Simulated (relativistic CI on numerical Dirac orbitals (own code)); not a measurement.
**Rh6+: 4s photoemission**

Computed with this model: Dirac-Coulomb-Breit CI, orbitals from a KLI potential per configuration, QED by a radiative potential, valence Slater integrals scaled by 0.9, multiplet model of photoemission in the sudden approximation; configurations [Kr] 4d3 → [Ar] 3d10 4s 4p6 4d3; 300 K; Lorentzian 2 eV and Gaussian 0.6 eV FWHM. Energies are those of the free ion, without screening or charge transfer. The energies are binding energies and can lie tens of eV above those of solids. Without intra-shell correlation the exchange splitting of an s hole comes out too large, often by half or more. S is read from ⟨S²⟩ = S(S + 1).

free ion: ground-state S = 1.48, centroid 188.34 eV. Peaks (eV, height): 185.4 (100), 193.4 (57).

Strongest unbroadened transitions for free ion:

```tsv
Energy (eV)	Relative strength
185.39	100.0
185.53	69.3
187.68	0.0
190.33	0.2
190.39	1.7
190.89	0.1
191.17	0.9
192.53	0.6
193.38	92.1
194.88	2.3
195.27	0.2
```
